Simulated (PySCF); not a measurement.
**Computed spin Hamiltonian**

Compound: C3H8FOSi (doublet state).
Cartesian coordinates in Å at the GFN2-xTB level; atoms count from 1:
```
atom  x, y, z in Å
C1    -2.5194   -0.6823    0.2998
C2    -1.4104    0.2801    0.3802
C3    -0.0406   -0.3717    0.1975
O4     0.9557    0.5955    0.3512
Si5    2.5587    0.4962    0.3077
F6     2.9530    2.0169    0.5935
H7    -3.5254   -0.3341    0.1777
H8    -2.3491   -1.7309    0.4388
H9    -1.5339    1.0747   -0.3646
H10   -1.4053    0.7928    1.3562
H11    0.0988   -1.1670    0.9399
H12    0.0326   -0.8223   -0.7999
H13    3.0735    0.1567   -1.0091
H14    3.1111   -0.3051    1.3889
```

The hyperfine couplings belong to this conformer and change with its torsions.

The species is `[CH2]CCO[SiH2]F` [radical].

Computed with UKS B3LYP, pcH-1 on C F H O Si, non-relativistic, mean-field spin-orbit, GIAO in PySCF. Geometry: GFN2-xTB, one conformer, isolated molecule. Couplings are sensitive to structure, and on GFN2-xTB geometries they can be far from those on DFT ones. Stability of the SCF solution: not tested.

- g1, g2, g3: 2.00220, 2.00277, 2.00297
- g_iso: 2.00265
- Form of g: rhombic: the two nearest values differ by 25 % of g3 − g1
- ⟨S²⟩: 0.7536 (exact 0.7500)
- α and β electrons: 29, 28
- Total energy: -583.75073 Eh
- Basis functions: 240

Hyperfine couplings atom by atom, in mT; T1 to T3 are the principal values of the dipolar part; ρ(0) is the spin density at the nucleus (MHz turned into mT with g_iso):

```tsv
atom	isotope	a_iso	of which spin–orbit	T1	T2	T3	Mulliken spin population	ρ(0) (bohr⁻³)
C1	13C	3.16	0.00	-2.92	-2.89	5.81	1.08	0.0790
C2	13C	-1.23	0.00	-0.10	0.03	0.07	-0.09	-0.0306
C3	13C	0.38	0.00	-0.05	-0.03	0.09	0.01	0.0096
O4	17O	0.04	0.00	-0.03	0.01	0.02	0.00	-0.0017
Si5	29Si	0.00	0.00	-0.01	0.00	0.00	0.00	0.0001
F6	19F	0.00	0.00	-0.01	-0.01	0.03	0.00	0.0000
H7	1H	-2.27	0.00	-1.41	-0.01	1.42	-0.05	-0.0142
H8	1H	-2.27	0.00	-1.42	0.01	1.41	-0.05	-0.0143
H9	1H	2.64	0.00	-0.18	-0.15	0.34	0.03	0.0165
H10	1H	5.61	0.00	-0.21	-0.11	0.32	0.06	0.0352
H11	1H	-0.06	0.00	-0.11	-0.10	0.20	0.00	-0.0004
H12	1H	-0.07	0.00	-0.13	-0.09	0.22	0.00	-0.0005
H13	1H	0.00	0.00	-0.02	-0.01	0.03	0.00	0.0000
H14	1H	0.01	0.00	-0.02	-0.01	0.03	0.00	0.0000
```

The largest Mulliken spin populations are on C1 (+1.08), C2 (-0.09) and H10 (+0.06). C1 is the only atom above +0.15. The positive populations add up to 1.18 and the negative ones to -0.18, together 2S = 1. The angles at C1 add up to 359.8°, so it is planar; its axial dipolar tensor and the negative couplings of its protons fit spin in a p orbital normal to that plane.

Axes: g2 points within 8° of the C1–C2 bond.

Under fast tumbling the dipolar parts average out, and these isotropic splittings remain: 2 × 1H (H9/H10, I = 1/2, 3 lines) with 4.12 mT, 2 × 1H (H7/H8, I = 1/2, 3 lines) with 2.27 mT and 2 × 1H (H11/H12, I = 1/2, 3 lines) with 0.07 mT.

Class means assume fast exchange of nuclei equivalent by connectivity; if that motion is slow, each nucleus keeps its own coupling. The 1H value of +115.5 MHz is a mean of couplings from 73.9 to 157.1 MHz in this one geometry, not an average over conformers.

The 13C coupling of C1 (88.7 MHz) shows only in satellite lines or after enrichment, since that isotope makes up about 1.07 % of natural carbon.

The spin density at the nucleus, in bohr⁻³, is negative for C2 (-0.0306), H7/H8 (-0.0143) and O4 (-0.0017), for instance. A restricted open-shell determinant has no negative spin density anywhere; here it arises because α and β orbitals differ (spin polarisation).
